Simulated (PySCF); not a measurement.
In(Vi)2(OEt), SMILES C=[CH][In]([CH]=C)[O]CC (C₆H₁₁InO), singlet, GFN2-xTB optimised geometry.

```
19

In    -0.72    -0.02     0.00
C      1.53    -0.02     0.00
C      2.22    -1.08    -0.37
H      2.04     0.90     0.29
H      3.30    -1.10    -0.40
H      1.73    -2.00    -0.67
C     -2.29     1.56     0.00
C     -2.05     2.85    -0.02
H     -3.30     1.17     0.00
H     -2.84     3.59    -0.03
H     -1.04     3.26    -0.02
O     -1.80    -1.69    -0.19
C     -1.49    -3.04    -0.04
C     -0.74    -3.34     1.26
H     -2.45    -3.59    -0.03
H     -0.90    -3.41    -0.89
H     -1.34    -3.01     2.11
H     -0.55    -4.40     1.35
H      0.20    -2.79     1.27
```

Density from B3LYP/def2-SVP, def2 effective core potentials past Kr run with PySCF at that geometry. The core electrons that the potentials of In replace are not part of the density.

Minimum of the electron density along straight lines between bonded atoms, close to the bond critical point (lines longer than 1.1 times the sum of covalent radii, or with two minima, are not listed):

| bond | length / Å | ρ at the minimum / e bohr⁻³ | ∇²ρ there / e bohr⁻⁵ | position (fraction from the first atom) |
|---|---|---|---|---|
| In1–C2 | 2.254 | 0.081 | 0.15 | 0.50 |
| C2–C3 | 1.319 | 0.349 | -0.96 | 0.50 |
| C2–H4 | 1.082 | 0.280 | -1.05 | 0.63 |
| C3–H5 | 1.085 | 0.279 | -1.06 | 0.63 |
| C3–H6 | 1.084 | 0.281 | -1.07 | 0.63 |
| In1–C7 | 2.224 | 0.085 | 0.16 | 0.51 |
| C7–C8 | 1.318 | 0.349 | -0.96 | 0.50 |
| C7–H9 | 1.085 | 0.279 | -1.05 | 0.64 |
| C8–H10 | 1.085 | 0.279 | -1.06 | 0.63 |
| C8–H11 | 1.082 | 0.282 | -1.07 | 0.63 |
| In1–O12 | 1.999 | 0.097 | 0.61 | 0.52 |
| O12–C13 | 1.392 | 0.268 | -0.47 | 0.66 |
| C13–C14 | 1.528 | 0.249 | -0.59 | 0.50 |
| C13–H15 | 1.101 | 0.278 | -1.03 | 0.63 |
| C13–H16 | 1.101 | 0.277 | -1.01 | 0.62 |
| C14–H17 | 1.089 | 0.276 | -1.01 | 0.62 |
| C14–H18 | 1.088 | 0.276 | -1.01 | 0.62 |
| C14–H19 | 1.093 | 0.273 | -0.98 | 0.62 |
